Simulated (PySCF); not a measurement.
Compound: C4H5NSe.
Cartesian coordinates in Å at the PBE0-D3(BJ)/def2-SVP level; atoms count from 1:
```xyz
11
C4H5NSe angstrom
C     -1.7649    0.0094    0.1343
C     -0.2966    0.2835    0.0291
C      0.7040   -0.7390    0.1944
C      1.9762   -0.2675    0.0590
Se     1.9146    1.5451   -0.2934
N      0.1092    1.5022   -0.2236
H     -2.0186   -0.3919    1.1281
H     -2.0795   -0.7360   -0.6130
H     -2.3283    0.9363   -0.0290
H      0.4633   -1.7825    0.4067
H      2.9039   -0.8348    0.1382
```

Computed, not measured: core-valence-separated Tamm–Dancoff BHandHLYP/aug-pcX-1 (pcseg-1 on H, def2-SVPD on Se) in PySCF, non-relativistic, gas phase, PBE0-D3(BJ)/def2-SVP geometry. Absolute energies from this functional tend to lie a few eV below measured edges; no shift was applied.

(1) List the nitrogen K-edge absorption lines.

(2) Give energies, oscillator strengths and core holes at the C K edge.

Results:

(1) 
```
E (eV)       f  core hole on  main final orbital
396.88  0.0541            N6         LUMO (74 %)
398.19  0.0474            N6       LUMO+1 (48 %)
401.53  0.0082            N6       LUMO+4 (44 %)
401.61  0.0012            N6       LUMO+5 (31 %)
401.65  0.0012            N6       LUMO+2 (62 %)
402.19  0.0006            N6       LUMO+3 (72 %)
402.39  0.0013            N6       LUMO+6 (50 %)
```

The first line with a tenth or more of the strongest one's intensity is at 396.88 eV (f = 0.054), with the hole on N6 (pyridine-type nitrogen). It is also the strongest listed.

(2) 
```csv
E (eV),f,core hole on,main final orbital,polarisation
283.02,0.0611,C4,LUMO (84 %),normal to the local trigonal plane
283.13,0.0454,C3,LUMO (72 %),normal to the local trigonal plane
283.59,0.0674,C2,LUMO (54 %),normal to the local trigonal plane
285.21,0.0000,C1,LUMO (86 %),–
285.56,0.0067,C1,LUMO+1 (36 %),–
285.67,0.0326,C4,LUMO+1 (43 %),in the local trigonal plane
285.91,0.0290,C3,"spread (2 roots, f summed)",mixed
286.10,0.0268,C1,LUMO+5 (58 %),–
286.32,0.0085,C3,LUMO+1 (44 %),in the local trigonal plane
286.57,0.0258,C1,spread,–
286.65,0.0126,C1,LUMO+1 (45 %),–
286.76,0.0199,C4,LUMO+2 (52 %),in the local trigonal plane
286.87,0.0103,C2,LUMO (43 %),normal to the local trigonal plane
286.96,0.0056,C2,LUMO+1 (78 %),in the local trigonal plane
287.16,0.0038,C1,LUMO+3 (40 %),–
287.27,0.0040,C3,LUMO+6 (41 %),in the local trigonal plane
287.36,0.0098,C4,LUMO+1 (38 %),in the local trigonal plane
287.43,0.0013,C3,LUMO+3 (57 %),in the local trigonal plane
```

The first line with a tenth or more of the strongest one's intensity is at 283.02 eV (f = 0.061), with the hole on C4 (aromatic CH carbon), polarised normal to the local trigonal plane: a 1s→π* resonance. The strongest listed is at 283.59 eV (f = 0.067; C2, 1s→π*).

Roots within 0.03 eV whose holes lie on the same, on equivalent or on shared atoms are summed into one line, and the highest roots are left out, as the search may have cut off their partners. Final orbitals are the ground state's empty Kohn–Sham orbitals. A dash: too weak, shared between unlike atoms, or no plane or axis to refer to.

Problem. What is the summed oscillator strength of the listed N K lines, and their intensity-weighted mean energy?

Solution. Σf = 0.114 over 7 lines from 396.88 to 402.39 eV; the weighted mean is 397.95 eV. The strongest line holds 47 % of the sum.

The list ends where the root search ended, not at a threshold. Relativistic effects, spin–orbit coupling among them, are left out although an element past zinc is present.
